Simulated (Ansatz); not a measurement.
`O[Si@]1(Cl)O[C@@H]1F`, relaxed with RKS PBE0-D4/def2-TZVP in Ansatz from a PBE-D4/def2-SVP geometry. The force threshold is 0.005 eV/Å; the program also tests the step.

The species carries charge 0 and has multiplicity 1.

Start:

```xyz
8

O     0.586   -0.483    1.812
Si    0.326    0.437    0.462
Cl    1.240    2.233    0.802
O    -1.222    0.468   -0.233
C    -0.281   -0.162   -1.159
F    -0.545   -1.492   -1.346
H     0.128   -1.345    1.807
H    -0.232    0.345   -2.145
```

```json
{"step": "1", "energy (eV)": "-28271.7654", "largest force (eV/Å)": "1.262", "largest move (Å)": "0.000"}
{"step": "2", "energy (eV)": "-28271.8373", "largest force (eV/Å)": "0.722", "largest move (Å)": "0.040"}
{"step": "3", "energy (eV)": "-28271.8620", "largest force (eV/Å)": "0.124", "largest move (Å)": "0.029"}
{"step": "4", "energy (eV)": "-28271.8629", "largest force (eV/Å)": "0.074", "largest move (Å)": "0.006"}
{"step": "5", "energy (eV)": "-28271.8637", "largest force (eV/Å)": "0.057", "largest move (Å)": "0.010"}
{"step": "6", "energy (eV)": "-28271.8639", "largest force (eV/Å)": "0.024", "largest move (Å)": "0.006"}
{"step": "7", "energy (eV)": "-28271.8639", "largest force (eV/Å)": "0.017", "largest move (Å)": "0.008"}
{"step": "8", "energy (eV)": "-28271.8640", "largest force (eV/Å)": "0.007", "largest move (Å)": "0.003"}
{"step": "9", "energy (eV)": "-28271.8640", "largest force (eV/Å)": "0.004", "largest move (Å)": "0.001"}
```

End:

```xyz
8

O     0.571   -0.480    1.761
Si    0.297    0.444    0.465
Cl    1.226    2.198    0.782
O    -1.199    0.466   -0.219
C    -0.256   -0.157   -1.142
F    -0.535   -1.476   -1.322
H     0.127   -1.332    1.784
H    -0.231    0.338   -2.110
```

Hardware: 4 threads of a server CPU on a shared host. Wall time 41 s, peak host memory 0.59 GiB.
